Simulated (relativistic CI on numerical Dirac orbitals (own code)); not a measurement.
W⁵⁺: 4d photoemission

Computed with this model: Dirac-Coulomb-Breit CI, KLI orbitals optimised for each configuration, model QED, multiplet model of photoemission in the sudden approximation, unscaled Slater integrals; configurations [Xe] 4f14 5d → [Kr] 4d9 4f14 5s2 5p6 5d; 80 K; Lorentzian 2.45 eV and Gaussian 0.6 eV FWHM. Energies are those of the free ion, without screening or charge transfer. The energies are binding energies and can lie tens of eV above those of solids. S is read from ⟨S²⟩ = S(S + 1).

Computed curve for free ion, scaled to 100 at the maximum (points under 2 are left out and the grid is thinned):

(Energy (eV), Intensity): (308.2, 2.0), (309.0, 2.3), (309.8, 2.8), (310.6, 3.4), (311.4, 4.2), (312.2, 5.3), (313.0, 7.0), (313.8, 9.6), (314.6, 14.1), (315.4, 22.4), (316.4, 44.9), (317.2, 75.8), (318.0, 99.7), (318.8, 85.2), (319.6, 52.4), (320.4, 30.3), (321.2, 18.9), (322.0, 13.2), (322.8, 10.2), (323.6, 8.3), (324.4, 7.4), (325.2, 7.2), (326.0, 7.8), (326.8, 9.3), (327.6, 12.6), (328.4, 19.6), (329.2, 34.1), (330.0, 55.9), (330.8, 62.3), (331.6, 48.2), (332.6, 25.4), (333.4, 15.5), (334.2, 11.1), (335.0, 9.8), (335.8, 8.6), (336.6, 6.1), (337.4, 4.2), (338.2, 3.1), (339.0, 2.5), (339.8, 2.0)

The ground state has S = 0.50, and the centroid lies at 323.22 eV.
